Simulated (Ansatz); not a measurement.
## Ligand exchange: C2H5ClMg + C2H8GaN → C2H7MgN + C2H6ClGa

Species: C2H5ClMg `C[CH2][Mg][Cl]`, singlet; C2H8GaN `C[CH2][GaH][NH2]`, singlet; C2H7MgN `C[CH2][Mg][NH2]`, singlet; C2H6ClGa `C[CH2][GaH][Cl]`, singlet. The partners trade Cl for NH2: Mg–Cl and Ga–NH2 bonds give way to Mg–NH2 and Ga–Cl.

Shapes, held fixed at every level: PBE0-D4/def2-TZVP. Flexible molecules stand in one conformer, not always the lowest. Programs: Ansatz 0.2.0. The zero-point and thermal change to 298 K, harmonic and unscaled (PBE0-D4/def2-TZVP), is -3.1 kJ/mol.

**Question.** Estimate ΔH(298 K) of this reaction.

**Answer.** The highest level, CCSD(T)/def2-TZVPP, gives ΔH(298 K) = +65.1 kJ/mol; the levels span +63.1 to +67.2. The column of differences is taken from that level and isn't an error. No measured value is set beside it here. Relativity is left out for Ga. Outer-core shells of Ga, Mg are correlated, in sets that cover them unevenly. Times are processor times on shared x86 and Arm servers, and rough.

| level | kind | ΔH(298 K) (kJ/mol) | less CCSD(T)/def2-TZVPP | CPU time (sum over the molecules) |
| --- | --- | --- | --- | --- |
| SPW92/def2-TZVPP | LDA | +67.2 | +2.1 | 19 s |
| B3LYP-D4/def2-TZVPP | global hybrid | +63.1 | -2.0 | 62 s |
| wB97M-V/def2-TZVPP | range-separated hybrid | +63.8 | -1.3 | 2.6 min |
| wB97X-V/def2-TZVPP | range-separated hybrid | +65.9 | +0.8 | 1.8 min |
| B2PLYP/def2-TZVPP | double hybrid | +63.6 | -1.5 | 70 s |
| MP2/def2-TZVPP | perturbation theory | +65.2 | +0.1 | – |
| CCSD(T)/def2-TZVPP | coupled cluster or CI | +65.1 | 0.0 | 41 min |
